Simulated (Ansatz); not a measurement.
C2H5FGe, SMILES `[F][GeH]1[CH2][CH2]1`, relaxed with RKS PBE-D4/def2-SVP in Ansatz from a rough embedded geometry. The force threshold is 0.03 eV/Å; the program also tests the step.

The species carries charge 0 and has multiplicity 1.

Start:

```xyz
9

F     1.996   -0.376   -1.363
Ge    1.142   -0.373    0.177
C    -0.782   -0.613   -0.021
C    -0.474    0.709   -0.040
H     1.837    0.135    1.456
H    -1.101   -1.063   -0.984
H    -1.328   -0.985    0.920
H    -0.528    1.210   -1.039
H    -0.761    1.356    0.895
```

| step | energy (eV) | largest force (eV/Å) | largest move (Å) |
| --- | --- | --- | --- |
| 1 | -61364.3759 | 6.860 | 0.000 |
| 2 | -61364.9652 | 2.328 | 0.115 |
| 3 | -61365.0864 | 0.773 | 0.125 |
| 4 | -61365.1716 | 0.791 | 0.195 |
| 5 | -61365.2068 | 0.736 | 0.107 |
| 6 (rejected) | -61365.1784 | 0.625 | 0.175 |
| 7 | -61365.2344 | 0.162 | 0.053 |
| 8 | -61365.2378 | 0.054 | 0.039 |
| 9 (rejected) | -61365.2369 | 0.102 | 0.022 |
| 10 | -61365.2385 | 0.018 | 0.011 |

End:

```xyz
9

F     2.097   -0.409   -1.262
Ge    1.108   -0.163    0.177
C    -0.756   -0.673    0.024
C    -0.515    0.869   -0.070
H     2.005   -0.222    1.421
H    -1.070   -1.178   -0.906
H    -1.293   -1.048    0.912
H    -0.686    1.333   -1.057
H    -0.889    1.490    0.762
```

Hardware: 4 threads of an Intel Xeon 6975P-C on a shared host. Wall time 8.5 s, peak host memory 0.16 GiB.
